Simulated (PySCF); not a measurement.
Species: C₂H₆Cl₄Si₂.
Z-matrix (Å and degrees, GFN2-xTB geometry), rows numbered from 1:
```
C 
Si  1  1.9055
C   2  1.9056  1  110.73
Cl  2  2.0307  1  108.52  3   119.00
Si  2  2.3405  1  109.35  3  -120.51
Cl  5  2.0308  2  113.47  1   179.69
Cl  5  2.0308  2  113.54  1   -58.27
Cl  5  2.0354  2  109.81  1    60.73
H   1  1.0865  2  111.50  3   -59.35
H   1  1.0867  2  111.26  3  -179.23
H   1  1.0856  2  111.22  3    60.78
H   3  1.0856  2  111.21  1   -60.53
H   3  1.0865  2  111.51  1    59.64
H   3  1.0866  2  111.26  1   179.56
```

Level of theory: PySCF 2.14.0, density-fitted response routines, TDDFT CAM-B3LYP/def2-SVPD, vertical, gas phase, core orbitals frozen in the response.

Frontier orbitals with the atoms that hold most of them (Löwdin shares over 4%, at most four atoms; ? is withheld):

| orbital | ε (eV) | atoms |
| --- | --- | --- |
| HOMO-3 | -10.96 | Cl8 39%, Cl6 25%, Cl7 24%, Cl4 7% |
| HOMO-2 | -10.60 | Cl6 34%, Cl7 34%, Cl8 32% |
| HOMO-1 | -10.31 | Cl4 41%, C3 17%, C1 17%, Si2 15% |
| HOMO | -9.58 | ? |
| LUMO | ? | ? |
| LUMO+1 | 0.49 | Si5 26%, Si2 15%, Cl7 14%, Cl6 14% |
| LUMO+2 | 0.66 | Cl6 20%, Cl7 20%, Si5 19%, Cl8 18% |

Q: Give the leading atoms of the HOMO.

A: Si2 (bonded to 2 C, Cl and Si) 19%; Si5 (bonded to 3 Cl and Si) 19%; Cl4 (bonded to Si) 17%; Cl8 (bonded to Si) 11%. By element: silicon 38%, chlorine 28% or more.

Q: Which atoms hold the LUMO, and with what shares?

A: Si5 (bonded to 3 Cl and Si) 24%; Si2 (bonded to 2 C, Cl and Si) 19%; Cl8 (bonded to Si) 17%; Cl4 (bonded to Si) 16%. By element: silicon 43%, chlorine 33% or more.

Q: What is the LUMO energy, and the HOMO–LUMO gap?

A: ε(LUMO) = 0.31 eV; the gap is 9.89 eV (0.3634 hartree).

Q: The HOMO–LUMO gap is 9.89 eV. Where does the response calculation put the lowest singlet, and from which orbitals?

A: S1 is at 6.64 eV (f = 0.051), 3.25 eV below the gap, made of HOMO→LUMO (94%). 

Q: One configuration dominates each of S1, S2, S3, S5 and S6. Which, and how do the shares of the two leading atoms of either orbital change from the occupied to the empty one?

A: 
- S1 (6.64 eV, f 0.051), HOMO→LUMO (94%): Si2 19% → 19%, Si5 19% → 24%
- S2 (6.90 eV, f 0.070), HOMO→LUMO+1 (92%): Si2 19% → 15%, Si5 19% → 26%
- S3 (7.36 eV, f 0.0011), HOMO-1→LUMO (92%): Cl4 41% → 16%, C3 17% → at most 17%, Si5 at most 12% → 24%, Si2 15% → 19%
- S5 (7.81 eV, f 0.037), HOMO-2→LUMO (86%): Cl6 34% → at most 17%, Cl7 34% → at most 17%, Si5 at most 1% → 24%, Si2 at most 1% → 19%
- S6 (7.88 eV, f 0.053), HOMO-1→LUMO+1 (73%): Cl4 41% → at most 14%, C3 17% → at most 14%, Si5 at most 12% → 26%, Si2 15% → 15%

Löwdin shares depend on the basis, the more so with diffuse functions.
